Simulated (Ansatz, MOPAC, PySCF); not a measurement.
Species: BNHCl₂, net charge -1, singlet state. SMILES: [NH-]B(Cl)Cl
Coordinates optimised at B3LYP-D3(BJ)/def2-TZVP (Ansatz, a program for electronic structure):
```
B
N 1 1.3306
H 2 1.0152 1 113.23
Cl 1 1.8535 2 123.44 3 -180.00
Cl 1 1.8880 2 127.02 3 0.00
```
Charge -1, spin multiplicity 1.

Unscaled harmonic wavenumbers (cm⁻¹) in rising order, each level at the stationary point that it reaches from this structure (no distance between atoms moves by over 0.3 Å); the order of modes can differ between levels, and a negative number is imaginary. B3LYP-D3(BJ)/def2-TZVP (PySCF, at the structure above): 245, 332, 474, 476, 613, 685, 929, 1514, 3504.

PM3 (MOPAC): 243, 324, 442, 540, 614, 727, 874, 1554, 3485. Zero-point energy 12.6 against 12.5 kcal/mol; where all levels lie over 400 cm⁻¹, the wavenumbers are on average 1.013 times those of B3LYP-D3(BJ)/def2-TZVP.

PM6 (MOPAC): 227, 317, 433, 535, 638, 668, 953, 1574, 2850. Zero-point energy 11.7 against 12.5 kcal/mol; where all levels lie over 400 cm⁻¹, the wavenumbers are on average 0.990 times those of B3LYP-D3(BJ)/def2-TZVP.

HF/6-31G* (Ansatz): 266, 362, 508, 527, 659, 759, 1048, 1647, 3718. Zero-point energy 13.6 against 12.5 kcal/mol; where all levels lie over 400 cm⁻¹, the wavenumbers are on average 1.091 times those of B3LYP-D3(BJ)/def2-TZVP.
